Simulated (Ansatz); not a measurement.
Input for Ansatz (an electronic-structure program): R-wB97X-V/def2-TZVPP on HF (SMILES F).

Ansatz 0.2 input:
```yaml
crystal:
  periodic: [false, false, false]
  atoms:
    - {symbol: F, position_ang: [-0.00000000, 0.00000000, 0.46222970]}
    - {symbol: H, position_ang: [0.00000000, -0.00000000, -0.46222970]}
basis:
  gaussian:
    orbitals: def2-TZVPP
hamiltonian:
  xc: {name: wB97X-V}
scf: {lower_state_search: off}
```

The log:

```
WARN ansatz: RAYON_NUM_THREADS=4 ignored (pool sized by the plan → 4); use --threads N
Functional definition: wB97X-V
these checks for a lower state are left out or cut short: stability, starts, cluster_reference, orbital_swaps, neighbouring_geometries, increment
integrals: 0.01 GiB planned
215 factors; their error is unknown
integrals: 0.04 GiB planned
48 factors; integrals over basis functions are off by at most 2.2e-5 eV
mean field: 0.11 GiB planned
mean field evaluation 1: about -2732.2364 eV, gradient 3.0e1 eV
mean field evaluation 2: about -2732.2676 eV, gradient 3.2e1 eV
mean field evaluation 4: about -2733.4856 eV, gradient 2.2e-1 eV
mean field evaluation 8: about -2733.4951 eV, gradient 8.6e-4 eV
mean field -2733.49510743 eV, -100.4540923687 hartree, gradient 1.1e-6 eV, S^2 0.000000; 0 other end points of the search recorded, 0 dependent functions left out
reference -2733.49510684 eV, -100.4540923468 hartree; 5, 5 occupied and 40, 40 virtual orbitals, 215 factors
Total energy: -2733.49510684 eV, -100.4540923468 hartree
Checks for a lower state left out: stability, starts, cluster_reference, orbital_swaps, neighbouring_geometries, increment
```

Self-consistency was reached.

Cost: around 0.6 core-seconds (rough).
